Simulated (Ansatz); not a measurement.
Cost and result up the ladder for VCl3 (4 atoms). Total charge 0; triplet. Geometry: r2SCAN-D4/def2-SVP.

```tsv
atom	x (Å)	y (Å)	z (Å)
V1	0.047	-0.024	-0.016
Cl2	1.873	-0.960	-0.666
Cl3	-1.898	-0.541	-0.805
Cl4	-0.021	1.526	1.487
```

Ansatz on 2 threads of AMD EPYC 9R45 on a shared host. Times are rough, and most runs start from the orbitals of an earlier one. ωB97M-V/def2-TZVP serves as the yardstick here, not as an exact answer. Differences are given only for rows in sets of like size (and for xTB, whose basis is part of the method), since another set adds its own error. Binding counts from free atoms at the same level (V quartet, Cl doublet; other spins of the atoms weren't run), without zero-point energy or a counterpoise term.

B3LYP takes the VWN-RPA correlation. Correlated methods freeze 20 core orbitals; core or outer-core shells of V are correlated, in sets that lack core-valence functions.

Run but left out: LDA (SPW92)/def2-TZVP (an occupied level 0.00 eV above an empty one).

Correlated methods converge slowly with the basis.

```csv
level,functions,wall time,binding energy per atom (eV),difference from ωB97M-V/def2-TZVP (eV)
HF/def2-TZVP,156,4 s,2.09,-1.07
PBE0-D4/def2-SVP,85,4.5 s,3.24,–
B3LYP-D4/def2-TZVP,156,8.5 s,3.19,0.03
CAM-B3LYP-D4/def2-TZVP,156,9.5 s,3.14,-0.01
PBE-QIDH/def2-TZVP,156,10 s,3.13,-0.02
BHLYP-D4/def2-TZVP,156,12 s,2.90,-0.25
B2PLYP/def2-TZVP,156,12 s,3.12,-0.03
r2SCAN0-D4/def2-TZVP,156,19 s,3.17,0.02
B97M-V/def2-TZVP,156,20 s,3.37,0.21
ωB97M-V/def2-TZVP,156,36 s,3.16,0.00
ωB97X-V/def2-TZVP,156,48 s,3.21,0.06
CCSD(T)/def2-TZVP,156,72 s,3.00,-0.16
```
